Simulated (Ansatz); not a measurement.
Isomers of CH5AlS, B3LYP-D3(BJ)/def2-TZVP minima from an xTB search, which can miss the lowest.
Isomer 1, SMILES [CH3][AlH][SH] (charge 0, multiplicity 1):
```xyz
8

C     -1.3605    -0.1551     0.0318
Al     0.5024     0.3620    -0.2029
S      2.0437    -0.9279     0.6825
H     -1.4688    -1.0753     0.6088
H     -1.9217     0.6318     0.5446
H     -1.8474    -0.3059    -0.9363
H      0.9787     1.6456    -0.9873
H      3.0737    -0.1753     0.2589
```
Isomer 2, SMILES C[S][AlH2] (charge 0, multiplicity 1):
```tsv
atom	x (Å)	y (Å)	z (Å)
C	-1.3972	0.0342	-0.0431
S	-0.1082	-1.2487	0.2299
Al	1.7467	-0.1243	0.0690
H	-1.9879	-0.2474	-0.9119
H	-2.0396	0.0712	0.8338
H	-0.9556	1.0144	-0.2088
H	3.0902	-0.9233	0.2533
H	1.6515	1.4238	-0.2222
```

Frozen-core correlation. MP2 and its Hartree–Fock in cc-pV(Q+d)Z are density fitted.

Run with Ansatz (a first-principles code). 

The energy of isomer 2 above isomer 1 is E(isomer 2) − E(isomer 1). Total energies (hartree):

```csv
level,isomer 2,isomer 1
HF/cc-pV(T+d)Z,-680.2998512,-680.3236979
MP2/cc-pV(T+d)Z,-680.7371032,-680.7632520
HF/cc-pV(Q+d)Z,-680.3084323,-680.3322128
MP2/cc-pV(Q+d)Z,-680.7782267,-680.8041654
CCSD(T)/cc-pV(T+d)Z,-680.8010229,-680.8266629
```

Problem. Work out the energy of isomer 2 above isomer 1 at the basis-set limit: extrapolate the MP2 correlation part as X⁻³, take Hartree–Fock from the larger set, and add the CCSD(T) − MP2 difference of cc-pV(T+d)Z.

Solution. 
1. Differences (1 hartree = 627.509 kcal/mol): HF/cc-pV(T+d)Z 14.964; MP2/cc-pV(T+d)Z 16.409; HF/cc-pV(Q+d)Z 14.922; MP2/cc-pV(Q+d)Z 16.277; CCSD(T)/cc-pV(T+d)Z 16.089.
2. Correlation parts, MP2 less HF: 1.445 in cc-pV(T+d)Z (X = 3), 1.354 in cc-pV(Q+d)Z (X = 4).
3. Limit (4³·(1.354) − 3³·(1.445))/(4³ − 3³) = 1.288; with HF/cc-pV(Q+d)Z it gives 16.211.
4. CCSD(T) less MP2 in cc-pV(T+d)Z: -0.319.
Result: 15.89 kcal/mol, against 16.41 at MP2/cc-pV(T+d)Z. It is an estimate of this method's limit, not of the exact value.
